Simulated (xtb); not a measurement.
C3H5ClGeO, SMILES [CH](=O)[GeH2][C](Cl)=C. All values are semi-empirical tight-binding results from xtb (GFN2-xTB unless named), good for trends rather than for accurate numbers. The structure is a stationary point at GFN2-xTB. The structure was generated by enumeration, and PubChem lists no compound with its InChIKey, so it may never have been made. Other conformers were not sampled.

Optimised geometry:

```xyz
11

C     -2.4206    -0.1381    -0.6631
C     -1.3051    -0.0471     0.0390
Cl    -1.2633     0.7968     1.5473
Ge     0.4737    -0.7363    -0.4061
C      1.6931     0.8260    -0.7230
O      2.6985     1.0204    -0.1065
H     -3.3550     0.2929    -0.3419
H     -2.4171    -0.6724    -1.5987
H      0.3396    -1.5785    -1.6502
H      0.9837    -1.5661     0.7310
H      1.3748     1.5344    -1.5160
```
Charge 0, spin multiplicity 1.

For metal compounds this method's bond lengths and energies can be far off.

**Question.** Estimate the properties. (The exact figures need the calculation; the answer reports its results.)

**Answer.** 
```
Quantity                                       Value
-------------------------------------  -------------
orbital gap                                  2.78 eV
zero-point energy                      39.6 kcal/mol
G − E(el) at 298.15 K (modified RRHO)  17.8 kcal/mol
```

Computed atomic charges and the Wiberg bond orders between heavy atoms:
charges (e) C1 -0.10, C2 0.04, Cl3 -0.15, Ge4 0.11, C5 0.17, O6 -0.28, H7 0.07, H8 0.07, H9 0.01, H10 0.03, H11 0.03. Bond orders C1–C2 1.91, C2–Cl3 0.99, C2–Ge4 0.86, Ge4–C5 0.80, C5–O6 1.99.
